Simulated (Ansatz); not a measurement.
Job for Ansatz (a first-principles code): U-PBE/def2-TZVPP on BrH3Si (SMILES [SiH3]Br), a point of a bond scan (R = 1.992 Å).

Ansatz 0.2 input:
```yaml
crystal:
  periodic: [false, false, false]
  atoms:
    - {symbol: Si, position_ang: [-1.47702999, 0.04480750, 0.01784857]}
    - {symbol: Br, position_ang: [0.75715839, -0.02296932, -0.00914958]}
    - {symbol: H, position_ang: [-2.05231962, 1.90489359, -0.40294451]}
    - {symbol: H, position_ang: [-1.93688049, -0.34876160, 1.36352309]}
    - {symbol: H, position_ang: [-1.98207285, -0.89726625, -0.99931798]}
basis:
  gaussian:
    orbitals: def2-TZVPP
hamiltonian:
  xc: {name: PBE}
magnetization: {spin_polarized: true, initial_magnetization: 0}
```

The head of its log:

```
WARN ansatz: RAYON_NUM_THREADS=1 ignored (pool sized by the plan → 1); use --threads N
Functional definition: PBE
integrals: 0.05 GiB planned
841 factors; their error is unknown
mean field: 0.44 GiB planned
mean field evaluation 1: about -77957.4780 eV, gradient 1.1e1 eV
mean field evaluation 2: about -77957.7235 eV, gradient 8.5e0 eV
```

Question: Predict the final total energy.

Answer: -2864.9081 hartree.
